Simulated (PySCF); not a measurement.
**A run with a changed setting**

The sound run of [Nd(NH3)4]3+ (singlet in the valence; each metal's 4f electrons, 3 of them, lie in its core potential, out of spins and levels) uses PySCF 2.14.0, RKS r2SCAN, Nd lcecp-1-SVP with ECP49, N def2-SVP, H def2-SVP; non-relativistic Hamiltonian with scalar-relativistic core potentials where named; density fitting; no spin-orbit coupling, grid (50, 194), threshold 1e-8 and 55 cycles at the relaxed geometry. This run differs:

```python
mol = gto.M(atom='''
Nd     0.00000     0.00000     0.00389
N      1.45545     1.45545     1.45369
H      1.33519     1.33519     2.47475
H      2.47571     1.33237     1.32912
H      1.33237     2.47571     1.32912
N     -1.45545    -1.45545     1.45369
H     -1.33519    -1.33519     2.47475
H     -2.47571    -1.33237     1.32912
H     -1.33237    -2.47571     1.32912
N      1.45406    -1.45406    -1.45290
H      2.09397    -2.09397    -0.95030
H      0.94957    -2.09260    -2.09266
H      2.09260    -0.94957    -2.09266
N     -1.45406     1.45406    -1.45290
H     -2.09397     2.09397    -0.95030
H     -0.94957     2.09260    -2.09266
H     -2.09260     0.94957    -2.09266''',
    basis={'Nd': 'lcecp-1-SVP', 'N': 'def2-SVP', 'H': 'def2-SVP'},
    ecp={'Nd': 'lcecp-1-SVP'},
    charge=3, spin=0)
mf = dft.RKS(mol, xc='R2SCAN')
mf.grids.atom_grid = (50, 194)  # f atoms: unpruned, at least (60, 302)
mf = mf.density_fit()  # fitting sets: Nd AutoAux, N def2-universal-JKFIT, H def2-universal-JKFIT
mf.conv_tol = 1e-08; mf.max_cycle = 81
mf.kernel(mf.get_init_guess(key='1e'))
mf.nuc_grad_method().kernel()
```

Question: What was changed, and how did it end?

Answer: The start was changed to the bare core Hamiltonian. It converged in 11 cycles, 0.000 eV from the sound run, largest force component 0.00 eV/Å. The cycle limit differs too. No harm here: the result survives it.
```
init E= -227.416223609209
cycle= 1 E= -230.504355881087  delta_E= -3.09  |g|= 6.59  |ddm|= 22.7
cycle= 2 E= -242.747431860582  delta_E= -12.2  |g|= 7.71  |ddm|= 19.4
cycle= 3 E= -257.491026322241  delta_E= -14.7  |g|= 2.47  |ddm|= 6.15
cycle= 4 E= -258.754438943105  delta_E= -1.26  |g|= 0.978  |ddm|= 1.14
cycle= 5 E= -258.962156405695  delta_E= -0.208  |g|= 0.194  |ddm|= 0.662
...
cycle= 9 E= -258.970745640876  delta_E= -1.92e-05  |g|= 0.00113  |ddm|= 0.0117
cycle= 10 E= -258.970746056128  delta_E= -4.15e-07  |g|= 8.16e-05  |ddm|= 0.00182
cycle= 11 E= -258.970746057955  delta_E= -1.83e-09  |g|= 9.81e-06  |ddm|= 8.53e-05
Extra cycle  E= -258.97074605795  delta_E= 5e-12  |g|= 1.11e-05  |ddm|= 1.92e-05
converged SCF energy = -258.97074605795
```

Run from Python with OMP_NUM_THREADS=4; the lines above give its settings.
It took 11 s on 4 threads of Arm Neoverse V1, with other jobs on the host.

No frequency check is given that shows the relaxed geometry to be a minimum. An lcecp potential fixes the number of 4f electrons, so in runs with it no electron can move into or out of that shell.
